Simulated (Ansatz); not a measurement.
Calculated with Ansatz (gas phase, PBE0-D4/def2-TZVP geometries, no zero-point term in ΔE). CCSD(T)/CBS is the MP2 limit (def2-TZVPP, def2-QZVPP) plus CCSD(T) − MP2 in def2-TZVPP, frozen cores. This one scheme is used for every species. DFT in def2-TZVPP. Each species was taken in one conformer, which may not be the lowest.

Reaction (ligand exchange at a B–C bond): `COB(C)S` + CH₃OH → `COB(S)OC` + CH₄

```json
{"species": "`COB(C)S`", "ωB97X-V energy (Eh)": "-578.74341"}
{"species": "CH₃OH", "ωB97X-V energy (Eh)": "-115.73250"}
{"species": "`COB(S)OC`", "ωB97X-V energy (Eh)": "-654.00636"}
{"species": "CH₄", "ωB97X-V energy (Eh)": "-40.51649"}
```

Q: Work out ΔE.

A: ΔE = (-654.00636) + (-40.51649) − (-578.74341) − (-115.73250) = -0.04694 Eh = -29.5 kcal/mol. CCSD(T)/CBS gives -28.9 kcal/mol.

Largest T1 diagnostic among the species: 0.012.

In def2-TZVPP, CCSD(T) changes the Hartree–Fock value by +2.5 kcal/mol (the triples alone add +0.1 kcal/mol) and MP2 by +2.4 kcal/mol.
